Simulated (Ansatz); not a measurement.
Species: C$_{4}$H$_{3}$ISe, charge 0, multiplicity 1. SMILES: c1[se]cc(I)c1
Coordinates optimised at B3LYP-D3(BJ)/def2-TZVP (Ansatz, a program for electronic structure):
```
C
C 1 1.3549
H 2 1.0763 1 128.06
C 1 1.4302 2 116.17 3 -180.00
C 4 1.3564 1 114.00 2 0.00
H 5 1.0776 4 127.34 1 180.00
H 4 1.0802 5 123.37 6 0.00
Se 5 1.8699 6 120.73 4 180.00
I 1 2.1017 2 122.37 3 0.00
```
Charge 0, spin multiplicity 1.

Wanted: atomisation energy (electronic, to ground-state atoms), in kcal/mol. Correlated levels leave the core frozen unless marked. Open shells are spin-unrestricted. No spin-orbit coupling. The frozen core is the preceding noble-gas configuration, with the filled d and f shells of earlier blocks. Past Kr the def2 sets carry scalar-relativistic core potentials. The coupled-cluster limit lacks core correlation, which all-electron functionals hold. CBS(X,Y): correlation extrapolated as X^-3; Hartree-Fock from the larger set.

The Hartree-Fock reference is unstable (checked in the largest basis), which strains HF and MP2. 

```json
[
 {"level": "PBE-D3(BJ)/def2-TZVPD", "program": "Ansatz + dftd3", "atomisation energy (kcal/mol)": "___"},
 {"level": "r2SCAN/def2-TZVPD", "program": "Ansatz", "atomisation energy (kcal/mol)": "904.1"},
 {"level": "CCSD/def2-QZVPPD", "program": "Ansatz", "atomisation energy (kcal/mol)": "___"},
 {"level": "CCSD(T)/CBS(def2-TZVPPD,def2-QZVPPD)", "program": "Ansatz", "atomisation energy (kcal/mol)": "892.1"}
]
```

Q: Fill in the missing entries.

A: 
- PBE-D3(BJ)/def2-TZVPD, atomisation energy (kcal/mol): 940.2
- CCSD/def2-QZVPPD, atomisation energy (kcal/mol): 857.4
